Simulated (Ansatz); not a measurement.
Start from `BB([SiH3])S` and change one atom or group to get `B[B]([SiH3])[SnH3]`.

Ansatz, PBE0-D4/def2-TZVP geometries, multiplicity 1. Each molecule was computed in one conformer, which needn't be the lowest.

Elements past krypton have def2 core potentials.

```tsv
property	`BB([SiH3])S`
size of the dipole moment (PBE/def2-TZVPP) / D	1.03
LUMO energy (PBE/def2-TZVPP) / eV	-2.97
HOMO energy (PBE0/def2-TZVPP) / eV	-7.86
zero-point energy (PBE0-D4/def2-TZVP) / kJ/mol	154.0
HOMO energy (B3LYP/def2-TZVPP) / eV	-7.68
HOMO–LUMO gap (PBE/def2-TZVPP) / eV	3.70
```

Problem. Give the same properties after the change, and the shifts. (Estimate.)

Solution. The calculation gave: 
```
                                      property  `B[B]([SiH3])[SnH3]`  shift
size of the dipole moment (PBE/def2-TZVPP) / D                  0.60  -0.43
             LUMO energy (PBE/def2-TZVPP) / eV                 -3.42  -0.45
            HOMO energy (PBE0/def2-TZVPP) / eV                 -7.45   0.41
zero-point energy (PBE0-D4/def2-TZVP) / kJ/mol                 178.8   24.8
           HOMO energy (B3LYP/def2-TZVPP) / eV                 -7.25   0.43
           HOMO–LUMO gap (PBE/def2-TZVPP) / eV                  2.98  -0.72
```

With PBE0 the HOMO rises by 0.41 eV and the LUMO falls by 0.50 eV, so the gap narrows by about 0.91 eV. PBE moves the HOMO by 0.26 eV and ωB97M-V by 0.52 eV. The zero-point energy changes by 24.8 kJ/mol with +6 modes. Dipoles are sizes alone; their direction can turn.

B3LYP here is the variant with VWN-RPA as its local correlation; programs differ in this.
